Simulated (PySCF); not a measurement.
K2.
SMILES: `[K][K]`

The calculation used PBE0-D3(BJ)/def2-SVP geometry optimisation, gas phase (PySCF 2.14.0).

Take the most abundant isotopes and a rigid rotor. 

Q: What are the moment of inertia and the rotational constant?

A: I = 315.902 u·Å², B = 505379 MHz·u·Å²/I = 1600 MHz (0.0534 cm⁻¹, or 0.077 K as hB/k). For two atoms I = μr² with μ = 19.4819 u and r = 4.0268 Å.

Q: List the first levels of a rigid rotor in a Σ state.

A: E(J) = BJ(J+1): J = 1: 0.107, J = 2: 0.320, J = 3: 0.640, J = 4: 1.067, J = 5: 1.601, J = 6: 2.241 cm⁻¹.

Q: Has it a pure rotational spectrum?

A: Not by electric dipole: D∞h allows no dipole (computed 0.00 D). Rotational Raman lines (ΔJ = 2) lie at B(4J + 6), spaced by 4B = 0.213 cm⁻¹, with nuclear-spin weights that differ between even and odd J.

Q: Estimate the classical rotational partition function at 100 K, 200 K and 500 K.

A: Point group D∞h, symmetry number σ = 2; q = kT/(σhB), k/h = 20836.6 MHz/K: 651 at 100 K, 1300 at 200 K, 3260 at 500 K.

No frequency check. These are rigid-rotor constants of the computed structure; measured ground-state constants (B0) also hold zero-point vibration.

The run took 2.7 s on an Arm Neoverse V1 with one thread, shared host with 32 logical CPUs at a one-minute load of 18, and the process peaked at 0.24 GiB of memory. That covers the optimisation of the geometry.
